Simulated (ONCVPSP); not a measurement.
# u(r) = r·R(r): atom against pseudo-atom (magnesium)

Columns: radius, all-electron u(r) and pseudo u(r) of the 2s shell (level -79.85 eV) of magnesium in the configuration [He] 2s2 2p6 3s2; PBE, scalar-relativistic, ONCV scheme, ONCVPSP 4.0.1.

| r (bohr) | all-electron | pseudo |
| --- | --- | --- |
| 0.062 | -0.5583 | 0.1874 |
| 0.125 | -0.3573 | 0.3759 |
| 0.188 | 0.0602 | 0.5594 |
| 0.250 | 0.4650 | 0.7298 |
| 0.312 | 0.7888 | 0.8829 |
| 0.375 | 1.0195 | 1.0129 |
| 0.438 | 1.1593 | 1.1101 |
| 0.500 | 1.2248 | 1.1692 |
| 0.562 | 1.2367 | 1.1917 |
| 0.625 | 1.2092 | 1.1799 |
| 0.688 | 1.1551 | 1.1391 |
| 0.750 | 1.0856 | 1.0783 |
| 0.812 | 1.0070 | 1.0044 |
| 0.875 | 0.9232 | 0.9226 |
| 0.938 | 0.8392 | 0.8391 |
| 1.000 | 0.7588 | 0.7587 |
| 1.062 | 0.6824 | 0.6823 |
| 1.125 | 0.6097 | 0.6096 |
| 1.188 | 0.5425 | 0.5425 |
| 1.250 | 0.4821 | 0.4820 |
| 1.312 | 0.4271 | 0.4270 |
| 1.375 | 0.3767 | 0.3767 |
| 1.438 | 0.3315 | 0.3315 |
| 1.500 | 0.2917 | 0.2917 |
| 1.562 | 0.2563 | 0.2563 |
| 1.625 | 0.2244 | 0.2243 |

**Question.** How many radial nodes do the two functions have?

**Answer.** The all-electron 2s function has n − l − 1 = 1; the pseudo-wave has 0, since the states of the same l below it are removed with the core.

**Question.** At about which radius was the pseudo-wave matched?

**Answer.** 1.00 bohr, where the columns begin to agree (steps of 0.06 bohr).

**Question.** Is the pseudo-wave norm-conserving?

**Answer.** Yes: the ONCV scheme keeps the norm inside the radius equal to the all-electron one, which fixes the energy derivative of the logarithmic derivative at the level.
